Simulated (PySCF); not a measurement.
**Rotational lines of KH**

Lines J+1 ← J of the vibrational ground state, computed from RHF-CCSD(T) constants of KH, ¹Σ⁺ (singlet), closed shell (basis K def2-TZVPP, H def2-TZVPP; no relativity; PySCF 2.14; masses 38.9637 and 1.0078 u), in MHz:

```json
{"J": "0", "ν (MHz)": "197122"}
{"J": "1", "ν (MHz)": "394134"}
{"J": "2", "ν (MHz)": "590926"}
{"J": "3", "ν (MHz)": "787388"}
{"J": "4", "ν (MHz)": "983409"}
```

(1) Find B0 and the effective bond length r0; with αe = 0.0801 cm⁻¹, find Re.

Correlated steps freeze 5 core orbitals. Where the molecule has an RHF reference, its open-shell atoms are computed with UHF.

Answers

(1) ν = 2B0(J+1) − 4D(J+1)³ gives B0 = 3.2879 cm⁻¹. With the reduced mass μred = 0.98241 u, r0 = √(16.8576/(μred·B0)) (u, cm⁻¹, Å) = 2.2845 Å. Be = B0 + αe/2 = 3.3279 cm⁻¹ gives Re = 2.271 Å.
